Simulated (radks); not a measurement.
Results of a calculation; reference values are marked as such.
Charge is removed step by step from the 3p down level of neutral cobalt, starting from [Ne] 3s2 3p(up 3, down 3) 3d7 4s2. Code: a radial shooting solver on a logarithmic mesh with Libxc functionals. Model: scalar-relativistic Kohn-Sham, PBEsol, spin-polarised, spherical densities, point nucleus; open shells are filled with parallel spins first.

removed (e)  E - E(0) (eV)  eigenvalue (eV)  E minus straight line (eV)
0                    0.000          -63.618                       0.000
0.1                  6.427          -64.981                      -0.670
0.2                 12.993          -66.388                      -1.201
0.3                 19.702          -67.837                      -1.590
0.4                 26.557          -69.325                      -1.832
0.5                 33.563          -70.850                      -1.923
0.6                 40.723          -72.409                      -1.860
0.7                 48.041          -74.002                      -1.639
0.8                 55.520          -75.626                      -1.258
0.9                 63.162          -77.279                      -0.712
1                   70.972          -78.961                       0.000

Removing the whole electron costs 70.972 eV by Delta-SCF, against 63.618 eV from minus the eigenvalue at the starting occupation. Slater's transition state (half an electron removed) gives 70.850 eV. Integrating minus the eigenvalue over the occupation (Janak's theorem) gives 70.996 eV. In this scalar-relativistic scheme the density is built from large components alone, so the theorem holds only approximately. The mean slope of the eigenvalue, de/dn, is 15.3 eV per electron.
